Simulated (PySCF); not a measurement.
disiloxane (H6OSi2), SMILES [SiH3]O[SiH3]. Heavy atoms are numbered as in [SiH3:1][O:2][SiH3:3]. Hydrogens are named by the atom that carries them.

Geometry optimised at PBE0-D3(BJ)/def2-SVP.

These are ωB97X/def2-TZVPD (PySCF) values and carry that method's errors.

Mulliken values depend strongly on the basis, most of all with diffuse functions as here. ESP charges are fitted to the potential on shells at 1.4 to 2.0 van der Waals radii. Atomic charges (e), one atom of each kind:

| atom | Mulliken | meta-Löwdin | ESP fit |
|---|---|---|---|
| Si1 (SiH3) | 0.25 | 0.79 | … |
| O2 | 0.06 | -0.84 | … |
| H on Si1 | -0.09 | -0.12 | … |

What belongs in the gaps? (Estimate from the structure and the level; the computed values follow.)


- Si1 (SiH3), ESP fit: 0.35
- O2, ESP fit: -0.29
- H on Si1, ESP fit: -0.06
